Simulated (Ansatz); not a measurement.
`[SiH3]C1=CC1` + `CCB(O)O` → `CCB(O)O[SiH3]` + `C1=CC1`  (ligand exchange at the Si–C bond)

Computed with Ansatz on PBE0-D4/def2-TZVP structures; ΔE is electronic, products minus reactants. CBS: MP2 limit from def2 TZ/QZ plus the TZ coupled-cluster correction, frozen cores. This one scheme is used for every species. One conformer a species, not always the lowest.

`[SiH3]C1=CC1`:

```xyz
10

Si    0.832    0.310    1.415
C    -0.009    0.113   -0.201
C    -0.271    0.493   -1.413
C    -0.965   -0.750   -1.015
H     1.676    1.532    1.417
H    -0.189    0.408    2.491
H     1.680   -0.882    1.676
H    -0.109    1.214   -2.197
H    -2.029   -0.726   -0.780
H    -0.617   -1.711   -1.394
```

`CCB(O)O`:

```xyz
12

C    -0.683   -1.328    0.338
C     0.533   -0.567   -0.177
B     0.399    1.002   -0.208
O    -0.725    1.678    0.186
O     1.454    1.743   -0.650
H    -0.523   -2.408    0.332
H    -0.927   -1.050    1.368
H    -1.569   -1.137   -0.276
H     0.787   -0.900   -1.191
H     1.417   -0.815    0.421
H    -1.427    1.096    0.485
H     1.264    2.686   -0.628
```

`CCB(O)O[SiH3]`:

Z-matrix (Å, degrees):
```
C
C 1 1.523
H 1 1.092 2 111.1
H 1 1.093 2 111.7 3 -120.5
H 1 1.092 2 111.1 3 118.9
B 2 1.572 1 115.8 3 -59.5
H 2 1.099 1 110.2 3 177.8
H 2 1.099 1 110.2 3 63.4
O 6 1.375 2 122.3 1 179.9
O 6 1.360 2 120.0 1 -0.1
Si 9 1.646 6 132.7 2 -0.2
H 10 0.962 6 111.8 2 -180.0
H 11 1.486 9 110.6 6 -60.2
H 11 1.481 9 107.1 6 -179.7
H 11 1.486 9 110.6 6 60.8
```

`C1=CC1`:

```xyz
7

C     0.575   -0.656   -0.088
C    -0.158   -0.162    0.847
C    -0.265    0.520   -0.483
H     1.294   -1.385   -0.419
H    -0.499   -0.176    1.868
H     0.205    1.493   -0.629
H    -1.152    0.367   -1.098
```

| species | HF/CBS(def2) energy (Eh) |
| --- | --- |
| `[SiH3]C1=CC1` | -406.00434 |
| `CCB(O)O` | -254.47018 |
| `CCB(O)O[SiH3]` | -544.62946 |
| `C1=CC1` | -115.87493 |

Question: Work out ΔE.

Answer: ΔE = (-544.62946) + (-115.87493) − (-406.00434) − (-254.47018) = -0.02987 Eh = -0.81 eV. CCSD(T)/CBS gives -0.65 eV.

Largest T1 diagnostic among the species: 0.012.

From PBE to PBE0 (25 % exact exchange), in def2-TZVPP and without D4, ΔE moves by −0.06 eV. In def2-TZVPP, CCSD(T) changes the Hartree–Fock value by +0.16 eV (the triples alone add +0.03 eV) and MP2 by +0.16 eV.
